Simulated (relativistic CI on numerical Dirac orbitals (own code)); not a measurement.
**Ti⁺ in a cubic cluster: L2,3 absorption with charge transfer**

Computed with a charge-transfer multiplet model of a cubic metal-ligand cluster with up to one ligand hole, Slater and spin-orbit integrals from Dirac-Coulomb-Breit ions, Slater integrals scaled by 0.8. The ground state mixes d3 with configurations of k ligand holes L, whose averages lie at kΔ + k(k − 1)U_dd/2; a core hole lowers each added d electron by U_cd. 20 K, Lorentzian 0.4 eV and Gaussian 0.3 eV FWHM.

Atomic integrals in eV (Slater integrals scaled, ζ unscaled), ground: F2dd 5.409, F4dd 3.320, zeta_d 0.009; with the core hole: F2dd 6.267, F4dd 3.860, zeta_d 0.017, zeta_core 3.750, F2cd 3.325, G1cd 2.308, G3cd 1.307.

Cluster parameters (eV): U_dd = 4.2, U_cd = 5.1, 10Dq = 1, 10Dq(ligand) = 0.1, V(eg) = 2.3, V(t2g) = -1.25, final-state hopping factor = 1.

```json
{"Case": "Δ = 6.4 eV", "n_d": "3.22", "d3": "0.78", "d4L": "0.22", "S": "1.50"}
{"Case": "Δ = 7.4 eV", "n_d": "3.20", "d3": "0.80", "d4L": "0.20", "S": "1.50"}
{"Case": "Δ = 9.4 eV", "n_d": "3.15", "d3": "0.85", "d4L": "0.15", "S": "1.50"}
```

Weights, n_d and S are thermal averages at 20 K. Photon energies count from the first peak over 30 % of the highest in each spectrum, which can be another peak from case to case. The parameters are a model scan and need not match a compound or its usual spin state. Peaks in eV (height, largest 100):
- Δ = 6.4 eV: 0.0 (68), 0.8 (100), 5.7 (83), 6.5 (42), 7.1 (48)
- Δ = 7.4 eV: 0.0 (69), 0.8 (100), 5.7 (84), 6.5 (43), 7.2 (48)
- Δ = 9.4 eV: 0.0 (70), 0.9 (100), 5.8 (84), 6.6 (44), 7.2 (50)

Curve for Δ = 6.4 eV (points under 2 left out, the grid thinned):

E (eV), Intensity and a bar:
```
     -2.2        2.2 
     -1.9        2.9 
     -1.6        4.2 #
     -1.4        5.4 #
     -1.1        9.1 ##
     -0.8       18.9 #####
     -0.6       28.5 ########
     -0.3       51.3 ###############
      0.0       68.2 ####################
      0.3       60.4 ##################
      0.6       91.6 ###########################
      0.8      100.0 ##############################
      1.1       87.7 ##########################
      1.4       80.3 ########################
      1.6       69.6 #####################
      1.9       41.7 ############
      2.2       24.3 #######
      2.5       17.2 #####
      2.8       15.6 ####
      3.0       14.2 ####
      3.3       11.3 ###
      3.6       10.1 ##
      3.8        9.2 ##
      4.1        8.1 ##
      4.4        9.5 ##
      4.7       16.0 ####
      5.0       27.0 ########
      5.2       37.6 ###########
      5.5       70.0 #####################
      5.8       78.3 #######################
      6.0       57.2 #################
      6.3       42.0 ############
      6.6       42.1 ############
      6.9       43.1 #############
      7.2       46.3 ##############
      7.4       34.7 ##########
      7.7       17.4 #####
      8.0       10.2 ##
      8.2        7.9 ##
      8.5        5.6 #
      8.8        4.4 #
      9.1        3.4 
      9.4        2.7 
      9.6        2.5 
      9.9        2.0
```

For the case Δ = 6.4 eV, Δ = 6.4 eV is larger than U_dd = 4.2 eV, the Mott-Hubbard side of the Zaanen-Sawatzky-Allen scheme. With the core hole the configuration with one ligand hole lies at Δ + U_dd − U_cd = 5.5, 6.5, 8.5 eV from the one without, in the order of the table; where this is negative the screened configuration lies lower, though the effective hopping of about 5.0 eV (from the holes of the mixed ground state) mixes the two strongly wherever it is as large as the gap.

With at most 1 ligand hole the space is cut while the next configuration still counts, so covalency is underestimated, and a final configuration with one more ligand hole, which can lie low, is missing from the spectra.
